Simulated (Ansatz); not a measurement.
Harmonic frequencies (cm⁻¹) at PBE0-D4/def2-TZVP from Ansatz: 67, 71, 97, 98, 107, 109, 116, 277, 281, 297, 368, 523, 524, 602, 625, 860, 930, 936, 1088, 1112, 1173, 1174, 1196, 1196, 1465, 1470, 1482, 1487, 1496, 1502, 2222, 2235, 2254, 3003, 3006, 3068, 3070, 3110, 3111.

Each molecule was computed in one conformer, which needn't be the lowest.

(1) Which molecule is it?
A. `CO[As]([SiH3])OC`
B. `C[As](C)[SiH3]`
C. `C[As](C)C`
D. `CC[AsH]C`

Results:

(1) A.
